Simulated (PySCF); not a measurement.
Method: PBE-D3(BJ)/def2-TZVP // B3LYP-D3(BJ)/def2-TZVP (PySCF). Isolated molecules, 0 K electronic values unless said otherwise. 

Reference species (SMILES): `NB(N)N` (neutral, multiplicity 1).

```yaml
dipole_moment: 0.03 D
HOMO–LUMO gap: 5.17 eV
```

Changed species: `NB(F)F` (1 of 3 F replaced by NH2; the reference has 3 of 3 F replaced by NH2).

Give the shifts of the dipole moment and HOMO–LUMO gap.

the dipole moment increases by 2.66 D, to 2.69 D; the HOMO–LUMO gap rises by 1.81 eV, to 6.98 eV.
